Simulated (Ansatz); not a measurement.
System: C2H7Ge (charge 0, doublet). It need not be the lowest isomer of its formula. 
Coordinates optimised at B3LYP-D3(BJ)/def2-TZVP (Ansatz, an electronic-structure program):
```
Ge
H 1 1.5429
H 1 1.5435 2 109.09
C 1 1.9313 2 109.16 3 119.30
H 4 1.0833 1 122.24 2 27.99
H 4 1.0834 5 115.60 1 -178.14
C 1 1.9727 2 109.21 3 -119.02
H 7 1.0895 1 110.06 2 -60.31
H 7 1.0895 8 108.81 1 120.64
H 7 1.0900 8 108.95 9 118.64
```
Charge 0, spin multiplicity 2.

Basis-set convergence of Hartree-Fock and CCSD correlation energies (hartree) with Ansatz. Valence correlation only, unless marked. Open shells are spin-unrestricted. Spin-orbit coupling is left out. Frozen are the shells of the preceding noble gas and the d and f shells that filled before the atom's block. Non-relativistic.

```
basis    functions        E(HF)  E(corr, CCSD)
-------  ---------  -----------  -------------
cc-pVDZ         90  -2155.10233       -0.41786
cc-pVTZ        201  -2155.20195       -0.49748
cc-pVQZ        388  -2155.21088       -0.52066
```

Extrapolating the two largest sets (X = 3 and 4) as X^-3: E(corr) = (64·(-0.52066) - 27·(-0.49748))/37 = -0.5376 Eh, an estimate of the basis-set limit. The largest set recovers 96.9 % of it, the smallest 77.7 %.
